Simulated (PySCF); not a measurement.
Two-component Hartree-Fock for Cs¹⁸⁺ (caesium, charge +18)

Start: [Kr] 4d1; 4d3/2 filled at m_j = +3/2. Calculated with PySCF 2.14 in an uncontracted even-tempered set (18 s from 1 bohr⁻², ratio 2.8; 14 p from 1.4 bohr⁻², ratio 2.8; 9 d from 1.4 bohr⁻², ratio 2.8; 4 f from 4.7 bohr⁻², ratio 3): generalised Hartree-Fock with the X2C-1e Hamiltonian and a Gaussian nucleus; spin-orbit coupling (SO) screened by Boettger's factors.

```json
{"spinor shell": "1s1/2", "electrons": "2", "ε, screened SO (eV)": "-36621.8", "weight of nominal j (screened SO)": "1.000", "rms radius, screened SO (bohr)": "0.0298"}
{"spinor shell": "2s1/2", "electrons": "2", "ε, screened SO (eV)": "-6239.5", "weight of nominal j (screened SO)": "1.000", "rms radius, screened SO (bohr)": "0.121"}
{"spinor shell": "2p1/2", "electrons": "2", "ε, screened SO (eV)": "-5886.1", "weight of nominal j (screened SO)": "1.000", "rms radius, screened SO (bohr)": "0.105"}
{"spinor shell": "2p3/2", "electrons": "4", "ε, screened SO (eV)": "-5529.7", "weight of nominal j (screened SO)": "1.000", "rms radius, screened SO (bohr)": "0.110"}
{"spinor shell": "3s1/2", "electrons": "2", "ε, screened SO (eV)": "-1688.7", "weight of nominal j (screened SO)": "1.000", "rms radius, screened SO (bohr)": "0.317"}
{"spinor shell": "3p1/2", "electrons": "2", "ε, screened SO (eV)": "-1540.7", "weight of nominal j (screened SO)": "1.000", "rms radius, screened SO (bohr)": "0.309"}
{"spinor shell": "3p3/2", "electrons": "4", "ε, screened SO (eV)": "-1469.3", "weight of nominal j (screened SO)": "1.000", "rms radius, screened SO (bohr)": "0.320"}
{"spinor shell": "3d3/2", "electrons": "4", "ε, screened SO (eV)": "-1212.5", "weight of nominal j (screened SO)": "1.000", "rms radius, screened SO (bohr)": "0.291"}
{"spinor shell": "3d5/2", "electrons": "6", "ε, screened SO (eV)": "-1196.5", "weight of nominal j (screened SO)": "1.000", "rms radius, screened SO (bohr)": "0.295"}
{"spinor shell": "4s1/2", "electrons": "2", "ε, screened SO (eV)": "-644.67", "weight of nominal j (screened SO)": "1.000", "rms radius, screened SO (bohr)": "0.690"}
{"spinor shell": "4p1/2", "electrons": "2", "ε, screened SO (eV)": "-584.36", "weight of nominal j (screened SO)": "0.997", "rms radius, screened SO (bohr)": "0.706"}
{"spinor shell": "4p3/2", "electrons": "4", "ε, screened SO (eV)": "-563.98", "weight of nominal j (screened SO)": "0.999", "rms radius, screened SO (bohr)": "0.727"}
{"spinor shell": "4d3/2", "electrons": "1", "ε, screened SO (eV)": "-476.75", "weight of nominal j (screened SO)": "1.000", "rms radius, screened SO (bohr)": "0.751"}
```

```
   quantity  screened SO
E (hartree)  -7656.99885
        M_J          3/2
       ⟨J²⟩        3.752
       ⟨L²⟩        6.027
       ⟨S²⟩        0.773
```

Each row is a mean over spinors that exchange with the open shell spreads, by up to 8.383 eV (4p1/2).

Breit and QED terms are absent; they matter most for the inner s and p1/2 levels.

Densities and radii are taken from the X2C orbitals without a picture-change correction, which distorts them close to the nucleus.
